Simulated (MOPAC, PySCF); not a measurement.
C$_{2}$H$_{4}$ClNSi, SMILES `[SiH2](Cl)CC#N`, neutral singlet in the gas phase. 

Cartesian coordinates (Å):
SMILES: N#CC[SiH2]Cl
```xyz
9

N     -2.6025     0.8591     0.2886
C     -1.6968     0.1739     0.1032
C     -0.5181    -0.6302    -0.1188
Si     1.0377     0.4299     0.0549
Cl     2.6485    -0.7943    -0.2764
H     -0.4791    -1.4485     0.6054
H     -0.5451    -1.0689    -1.1200
H      1.0319     1.5023    -0.9621
H      1.1234     0.9767     1.4253
```
Charge 0, multiplicity 1.

All levels are single points at this geometry (PBE0-D4/def2-TZVP); Pople sets use spherical d functions. Orbital energies aren't observables, and empty levels follow the basis.

```tsv
level	HOMO (eV)	LUMO (eV)	gap (eV)	dipole (D)	vertical IE, Delta-SCF (eV)
PBE0-D4/def2-TZVP in PySCF	-9.04	-0.33	8.71	2.77	11.04
B3LYP/3-21G in PySCF	-8.72	-0.45	8.27	1.23	–
B3LYP/6-311+G** in PySCF	-8.89	-0.76	8.13	2.47	–
B3LYP/6-31G* in PySCF	-8.62	-0.37	8.25	2.16	10.87
B3LYP/LANL2DZ in PySCF	-8.92	-0.54	8.37	1.70	–
PBE/6-31G* in PySCF	-7.55	-1.10	6.45	2.16	10.49
HF/6-31G* in PySCF	-12.02	3.23	15.25	2.19	10.68
AM1 in MOPAC	-11.62	-0.74	10.88	1.21	–
PM6 in MOPAC	-11.28	-0.97	10.31	2.56	–
```
